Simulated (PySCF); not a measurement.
**Magnetisability: `C=C=C=CCCCC`, C8H12**

Geometry (Å), atoms numbered from 1 in this order:
```xyz
20

C     3.8098    1.2021    0.2633
C     2.9741    0.2601   -0.0895
C     2.1813   -0.6552   -0.4320
C     1.3414   -1.5987   -0.7835
C    -0.1499   -1.4796   -0.7153
C    -0.6257   -0.1373   -0.1694
C    -2.1485   -0.0547   -0.1048
C    -2.6169    1.2759    0.4707
H     4.8773    1.0648    0.1959
H     3.4630    2.1532    0.6354
H     1.7235   -2.5434   -1.1543
H    -0.5571   -1.6376   -1.7205
H    -0.5367   -2.2907   -0.0879
H    -0.2085    0.0099    0.8296
H    -0.2427    0.6649   -0.8042
H    -2.5623   -0.1822   -1.1084
H    -2.5303   -0.8698    0.5151
H    -2.2551    2.1027   -0.1366
H    -2.2387    1.4058    1.4824
H    -3.7033    1.3205    0.5012
```

Theory: PySCF, GIAO OPBE/pcSseg-0 magnetisability, rotational g tensor and spin-rotation constants, non-relativistic, gas phase. Geometry: GFN2-xTB.

Question: How diamagnetic is it, and how anisotropic?

Answer: Isotropic -1355 × 10⁻³⁰ J/T², or -81.6 × 10⁻⁶ cm³/mol; principal values -1464, -1386, -1215 × 10⁻³⁰ J/T², anisotropy 221 × 10⁻³⁰ J/T² (root of half the summed squared differences of the principal values). The susceptibility is in cgs units.

Question: Split it along the inertial axes a, b, c into diamagnetic and paramagnetic parts about the centre of mass, with the quadrupole moment.

Answer: 
| axis | χ (10⁻⁶ cm³/mol) | diamagnetic (10⁻⁶ cm³/mol) | paramagnetic (10⁻⁶ cm³/mol) | summed x² of all electrons (Å²) | quadrupole Θ (D Å) |
| --- | --- | --- | --- | --- | --- |
| a | -79.9 | -498.2 | 418.3 | 328.7 | +0.14 |
| b | -76.7 | -1467.2 | 1390.6 | 100.3 | +4.24 |
| c | -88.2 | -1820.1 | 1732.0 | 17.1 | -4.38 |

Anisotropies 2χaa − χbb − χcc = +5.0 and 2χbb − χaa − χcc = +14.7 × 10⁻⁶ cm³/mol. Θ is traceless in Buckingham's convention.

Question: And the rotational g tensor?

Answer: 
```
axis  rotational constant (GHz)        g  nuclear part  electronic part
   a                     3.2830  -0.0118        0.6334          -0.6452
   b                     0.9026  -0.0056        0.5840          -0.5896
   c                     0.7206  +0.0011        0.5874          -0.5863
```
Asymmetric top; isotopes 12C, 1H; no vibrational averaging.
